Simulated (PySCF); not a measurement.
Se (selenium, neutral) across methods

[Ar] 3d10 4s2 4p3 4d1, high-spin 5D determinant (an excited configuration). Calculation: PySCF 2.14, in aug-cc-pVQZ-PP with ECP10MDF (7s6p5d3f2g, 89 functions); a scalar-relativistic core potential.

| method | E (hartree) | mean ε 4s β (eV) | mean ε 4p α (eV) | mean ε 4d α (eV) | Σ⟨r²⟩ (bohr²) | ⟨S²⟩ |
| --- | --- | --- | --- | --- | --- | --- |
| PBE | -372.8412 | -18.867 | -10.377 | 0.159 | 55.58 | 6.000 |
| UHF | -371.59313 | -22.032 | -15.490 | -1.268 | 55.41 | 6.001 |
| LC-wPBE | -372.8771 | -23.004 | -14.607 | -1.631 | 54.26 | 6.001 |
| wB97X-V | -372.7898 | -22.708 | -14.028 | -1.394 | 54.86 | 6.000 |
| revPBE | -372.9071 | -18.694 | -10.368 | 0.129 | 55.69 | 6.001 |
| BLYP | -372.8040 | -19.161 | -10.058 | 0.353 | 56.05 | 6.000 |
| PBE0 | -372.8094 | -20.000 | -11.819 | -0.263 | 55.25 | 6.001 |
| r2SCAN | -372.7139 | -18.986 | -10.927 | 0.220 | 55.17 | 6.001 |

Estimate the same row for LDA.

E (hartree) = -372.2844; mean ε 4s β (eV) = -19.362; mean ε 4p α (eV) = -10.421; mean ε 4d α (eV) = 0.237; Σ⟨r²⟩ (bohr²) = 55.35; ⟨S²⟩ = 6.000.

Energies and moments cover only the electrons outside the core potential. The outer electron is Rydberg-like, and this basis confines it to a smaller radius and binds it less than a complete one would.

The highest occupied level is positive at PBE, revPBE, BLYP, LDA, r2SCAN: only the finite basis holds that electron, which in a density functional comes from self-interaction.
